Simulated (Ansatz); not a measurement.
CClFSe (`FC(Cl)=[Se]`), relaxed with RKS PBE0-D4/def2-TZVP in the Gaussian-basis code of Ansatz from a PBE-D4/def2-SVP geometry. The force threshold is 0.005 eV/Å; the program also tests the step.

The species carries charge 0 and has multiplicity 1.

Start:

```xyz
4

F    -0.965   -0.976    0.200
C    -0.013   -0.070    0.019
Cl   -0.730    1.434   -0.460
Se    1.707   -0.388    0.242
```

Task: By how much does the energy fall, and how many steps does the optimiser take? (Best estimate.)

Result: The calculation gave: 0.57 kcal/mol, in 5 steps.

Task: Which bonds change most? (An estimate is asked.)

Result: Ansatz gave: C2–Cl3 from 1.734 to 1.704 Å; C2–Se4 from 1.763 to 1.743 Å; F1–C2 from 1.327 to 1.314 Å.

Task: Give the relaxed structure. (Best estimate.)

Result: Ansatz gave: 
```xyz
4

F    -0.952   -0.964    0.198
C    -0.013   -0.063    0.017
Cl   -0.721    1.414   -0.454
Se    1.686   -0.386    0.239
```
